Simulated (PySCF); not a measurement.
Can point charges reproduce the dipole moment of `C=C[Si](C=C)(OC(C)C)OC(C)C` (Si(vinyl)2(OiPr)2)?

Coordinates (PBE0-D3(BJ)/def2-SVP, Å) and charges (e) from the PBE0/pcSseg-1 density (PySCF):

```
atom       x       y       z  Mulliken      IAO  Hirshfeld  ESP-fitted
 Si1   0.695  -0.371   0.097   +1.4106  +1.4094    +0.4666     +0.7636
  C2   0.895  -0.434   1.952   -0.5552  -0.4708    -0.1475     -0.3399
  C3   2.042  -0.769   2.556   -0.1683  -0.2601    -0.0774     -0.3034
  H4   0.033  -0.193   2.589   +0.1318  +0.1471    +0.0413     +0.1613
  H5   2.940  -1.024   1.980   +0.1267  +0.1439    +0.0422     +0.1456
  H6   2.143  -0.814   3.647   +0.1234  +0.1447    +0.0473     +0.1603
  C7   2.320  -0.611  -0.770   -0.5393  -0.4683    -0.1467     -0.2916
  C8   2.523  -1.608  -1.639   -0.1622  -0.2517    -0.0722     -0.3020
  H9   3.143   0.091  -0.579   +0.1324  +0.1457    +0.0410     +0.1512
 H10   1.729  -2.329  -1.862   +0.1374  +0.1559    +0.0448     +0.1591
 H11   3.477  -1.744  -2.163   +0.1203  +0.1434    +0.0471     +0.1537
 O12  -0.053   1.071  -0.282   -0.6537  -0.6516    -0.2156     -0.5167
 C13   0.243   2.343   0.261   -0.0730  +0.1154    +0.0529     +0.6427
 C14  -1.064   3.018   0.634   -0.2235  -0.4139    -0.1229     -0.6030
 C15   1.050   3.146  -0.744   -0.2271  -0.4170    -0.1237     -0.5527
 H16   0.848   2.222   1.182   +0.1040  +0.1098    +0.0251     -0.0500
 H17  -1.697   3.132  -0.259   +0.1172  +0.1400    +0.0402     +0.1583
 H18  -0.887   4.014   1.068   +0.1086  +0.1359    +0.0422     +0.1433
 H19  -1.614   2.410   1.367   +0.1156  +0.1394    +0.0387     +0.1358
 H20   1.989   2.629  -0.992   +0.1187  +0.1383    +0.0382     +0.1202
 H21   0.476   3.269  -1.676   +0.1152  +0.1413    +0.0401     +0.1445
 H22   1.297   4.144  -0.350   +0.1087  +0.1356    +0.0416     +0.1314
 O23  -0.297  -1.567  -0.472   -0.6430  -0.6434    -0.2117     -0.4713
 C24  -1.688  -1.659  -0.209   -0.0591  +0.1186    +0.0556     +0.5867
 C25  -2.026  -3.120   0.015   -0.2206  -0.4137    -0.1238     -0.6219
 C26  -2.461  -1.037  -1.357   -0.2360  -0.4205    -0.1264     -0.5416
 H27  -1.929  -1.099   0.717   +0.0994  +0.1065    +0.0303     -0.0235
 H28  -1.781  -3.704  -0.887   +0.1125  +0.1391    +0.0391     +0.1624
 H29  -3.096  -3.250   0.234   +0.1063  +0.1350    +0.0414     +0.1517
 H30  -1.442  -3.526   0.853   +0.1208  +0.1434    +0.0394     +0.1447
 H31  -2.172   0.017  -1.475   +0.1374  +0.1528    +0.0354     +0.1333
 H32  -2.233  -1.567  -2.294   +0.1091  +0.1371    +0.0377     +0.1426
 H33  -3.546  -1.092  -1.179   +0.1048  +0.1325    +0.0397     +0.1251
```

What dipole does each set of charges give (1 e·Å = 4.803 D), and what does the density give?

The full density gives (0.33, 0.81, 1.23) D, 1.51 D in size; dipole vectors point from the negative to the positive end.

```tsv
scheme	μx	μy	μz	size (D)	share of the full size (%)	angle to the full dipole (°)
Mulliken	-1.17	1.51	0.58	2.00	132	59
IAO	0.20	1.19	1.73	2.10	139	7
Hirshfeld	0.25	0.33	0.64	0.77	51	9
ESP-fitted	0.31	0.82	1.23	1.51	100	1
```

Which set comes closest?

Length of the difference vector: ESP-fitted 0.02 D, IAO 0.63 D, Hirshfeld 0.77 D, Mulliken 1.78 D. Closest: ESP-fitted. 

What is left for the Hirshfeld atoms' own dipoles?

The Hirshfeld atoms' densities add up to the full density, so μ = Σ q r + Σ (atomic dipoles). The atomic dipoles sum to (0.33, 0.81, 1.23) − (0.25, 0.33, 0.64) = (0.08, 0.48, 0.59) D, 0.77 D in size.

With the origin at the mean of the coordinates, (-0.004, 0.000, -0.001) Å, which are the largest single terms, by size, of the Hirshfeld dipole along the direction of the full one?

C26 +1.33, O23 +1.31, C25 +1.25, C14 -1.13, C2 -1.10 D; all 33 atoms together +0.76 D. The single terms depend on the origin, their sum doesn't.

Give the size of the full dipole in other units.

1.51 D = 0.595 au = 0.315 e·Å = 5.05 × 10⁻³⁰ C·m.

Isolated species at its PBE0-D3(BJ)/def2-SVP geometry (one conformer only).

The run behind these numbers computed NMR shieldings as well. The run took 2.7 min wall, 6.3 min CPU (grids of density and orbitals included) on an Intel Xeon Platinum 8175M at 2.50 GHz with 2 threads (shared host), and the process peaked at 2.6 GiB of memory.
